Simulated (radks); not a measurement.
The mean radii <r> (bohr) of the occupied orbitals of an atom or ion are listed with their occupations. All-electron calculation, non-relativistic Kohn-Sham, TPSS, spin-polarised, spherical densities, point nucleus; meta-GGA in the generalised Kohn-Sham scheme. Program: a radial shooting solver on a logarithmic mesh with Libxc functionals.

| orbital | occ. | <r> |
|---|---|---|
| 1s down | 1 | 0.02447 |
| 1s up | 1 | 0.02447 |
| 2s up | 1 | 0.1043 |
| 2s down | 1 | 0.1043 |
| 2p up | 3 | 0.08853 |
| 2p down | 3 | 0.08852 |
| 3s up | 1 | 0.2680 |
| 3s down | 1 | 0.2679 |
| 3p up | 3 | 0.2576 |
| 3p down | 3 | 0.2575 |
| 3d up | 5 | 0.2287 |
| 3d down | 5 | 0.2287 |
| 4s up | 1 | 0.5572 |
| 4s down | 1 | 0.5575 |
| 4p up | 3 | 0.5602 |
| 4p down | 3 | 0.5605 |
| 4d up | 1 | 0.5599 |

Name the element and its charge. Open shells, if any, are filled with parallel spins first.

Answer. Z = 62, samarium, charge +25: Sm25+ in [Kr] 4d1. The 1s radius gives Z: for a bare nucleus <r> = 1.5/Z, 0.02419 bohr for Z = 62, and screening makes it slightly larger (0.02447 here). The occupations add up to 37, and the charge is Z minus that.
